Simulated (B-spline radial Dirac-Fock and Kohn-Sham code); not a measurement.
Elastic electron scattering at 200 eV, Cr to Cd

These are calculated numbers from a radial B-spline solver; the model is relativistic (Dirac) partial waves in the static field of the Dirac-Fock atom with Furness-McCarthy exchange, without polarisation or absorption potentials. Below a few hundred eV the neglected polarisation potential matters, most of all at small angles. σ_tr1 and σ_tr2 weight the cross section with 1 − P₁ and 1 − P₂ of cos θ; "backward" is the share scattered beyond 90°.

```
 Z  element  σ (a₀²)  σ_tr1 (a₀²)  σ_tr2 (a₀²)  backward (%)  dσ/dΩ at 90° (a₀²/sr)
24       Cr     14.1         6.19         4.74            20                  0.382
25       Mn     15.2         6.29         4.93            19                  0.394
26       Fe     14.2         6.19         4.87            21                  0.395
27       Co     13.4         6.05         4.82            22                  0.387
28       Ni     12.5         5.86         4.77            24                  0.373
29       Cu     10.1         5.43         4.50            28                  0.348
30       Zn     11.0         5.39         4.67            26                  0.333
31       Ga     12.9         5.44         4.96            22                  0.317
32       Ge     13.9         5.51         5.24            21                  0.297
33       As     14.4         5.57         5.50            20                  0.270
34       Se     14.6         5.64         5.73            20                  0.236
35       Br     14.7         5.70         5.93            20                  0.194
36       Kr     14.6         5.74         6.10            20                  0.148
37       Rb     21.9         6.03         6.63            14                  0.113
38       Sr     26.7         6.36         7.24            11                 0.0796
40       Zr     25.8         6.73         7.91            12                 0.0172
41       Nb     22.6         6.71         7.89            13                0.00267
42       Mo     21.6         6.77         8.02            14                0.00777
43       Tc     22.5         6.95         8.34            13                 0.0265
44       Ru     19.6         6.76         8.13            14                 0.0730
45       Rh     18.7         6.69         8.13            14                  0.129
46       Pd     16.1         6.42         7.89            15                  0.206
47       Ag     16.8         6.46         8.03            14                  0.266
48       Cd     17.2         6.51         8.17            14                  0.331
```
